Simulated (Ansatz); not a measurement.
PBE exchange is replaced step by step with exact exchange (0 % is PBE, 25 % PBE0; no dispersion term), basis def2-TZVP, Ansatz. System: TaSe2. Total charge 0; doublet. Geometry: PBE-D4/def2-TZVP.

Geometry of the doublet:

```xyz
3

Ta   -0.1983    0.9559    1.0632
Se   -0.2730    0.3215   -1.3174
Se    0.4713   -1.2774    0.2542
```

In the def2 sets Ta takes a core potential; there is no spin–orbit coupling. At PBE-D4/def2-TZVP, PBE with 5 % exact exchange/def2-TZVP, PBE with 10 % exact exchange/def2-TZVP, PBE with 15 % exact exchange/def2-TZVP and others the charge 0 doublet is spin-contaminated (final ⟨S²⟩ up to 1.55, 0.75 for a pure state). The geometry of the doublet was relaxed on an unsound state (⟨S²⟩ 1.33, where a pure state has 0.75). At PBE0-D4/def2-TZVP a quartet of charge 0 lies 0.19 eV below the doublet, each at its own geometry. The structure comes from a short search, and lower isomers may exist.

HOMO and LUMO are taken over both spins.

```json
{"exact exchange (%)": "0", "HOMO (eV)": "-4.31", "LUMO (eV)": "-3.52", "gap (eV)": "0.79", "⟨S²⟩": "1.328"}
{"exact exchange (%)": "5", "HOMO (eV)": "-4.58", "LUMO (eV)": "-3.36", "gap (eV)": "1.22", "⟨S²⟩": "1.357"}
{"exact exchange (%)": "10", "HOMO (eV)": "-4.85", "LUMO (eV)": "-3.21", "gap (eV)": "1.65", "⟨S²⟩": "1.385"}
{"exact exchange (%)": "15", "HOMO (eV)": "-5.07", "LUMO (eV)": "-3.05", "gap (eV)": "2.02", "⟨S²⟩": "1.411"}
{"exact exchange (%)": "25", "HOMO (eV)": "-5.49", "LUMO (eV)": "-2.74", "gap (eV)": "2.75", "⟨S²⟩": "1.458"}
{"exact exchange (%)": "35", "HOMO (eV)": "-5.92", "LUMO (eV)": "-2.42", "gap (eV)": "3.50", "⟨S²⟩": "1.499"}
{"exact exchange (%)": "50", "HOMO (eV)": "-6.58", "LUMO (eV)": "-1.94", "gap (eV)": "4.64", "⟨S²⟩": "1.552"}
```
